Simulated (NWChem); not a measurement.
## Total energies of GeI

```
Ge
I 1 2.5334
```
Charge 0, spin multiplicity 2.

All runs are NWChem calculations. The geometry was optimised at UPBE0/def2-SVP with def2 effective core potentials on I, a minimum by its harmonic frequencies.

Basis set: def2-TZVP (98 functions).

```
method      total energy (Ha)  relative cost
----------  -----------------  -------------
UHF               -2372.04760              1
UMP2              -2372.74288        under 3
UB2PLYP           -2374.17910        under 3
UPBE              -2374.39074        under 3
UB3LYP            -2374.85740        under 3
UCAM-B3LYP        -2374.83566              4
```

Total energies of different functionals aren't comparable as a measure of quality: only differences taken within one method are. Costs are rough ratios of processor time within this set of runs, SCF included, with UHF as 1.

Effective core potentials replace the inner electrons of I; spin-orbit coupling is left out. The correlated methods keep 13 core orbitals frozen. B3LYP has NWChem's definition, with VWN1-RPA local correlation. GW and range-separated runs recompute their integrals, the others keep them in memory, which bears on the times. This spin state was chosen for the runs; another may lie lower. The structure started from a generated list of species. The unpaired electrons of the parent sit in orbitals of symmetry b2 (C2v labels of the run); other states weren't searched. The stability of the SCF solutions was not checked. Open-shell Hartree-Fock references start from PBE0 orbitals; any time given for them includes that run.
